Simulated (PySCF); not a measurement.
From a computed spectrum to the compound

A species of 4 atoms with charge 3 has these harmonic modes (PBE0, small Gaussian bases with core potentials, PySCF 2.14.0):

```tsv
cm⁻¹	km/mol	symmetry
258	80.8	π
258	80.8	π
370	47.3	σ+
872	12.3	π
872	12.3	π
2153	762.6	σ+
3185	218.8	σ+
```

(1) Which species is it, and in which structure?

## Answers

(1) [Ce(HCN)]3+ (singlet in the valence; each metal's 4f electrons, 1 of them, lie in its core potential, out of spins and levels):
```xyz
4

Ce    0.0000    0.0000   -0.4769
N     0.0000    0.0000    1.8678
C     0.0000    0.0000    3.0324
H     0.0000    0.0000    4.1453
```
Ideal gas at 298.15 K and 1 bar: S = 271.8 J/(mol K), Cp = 54.7 J/(mol K), H − H(0 K) = 12.4 kJ/mol (rigid rotor, harmonic modes, spin degeneracy alone, that of the 4f electrons in the core included). An lcecp potential fixes the number of 4f electrons, so in runs with it no electron can move into or out of that shell.
 The answer isn't unique; the calculation gave this one.
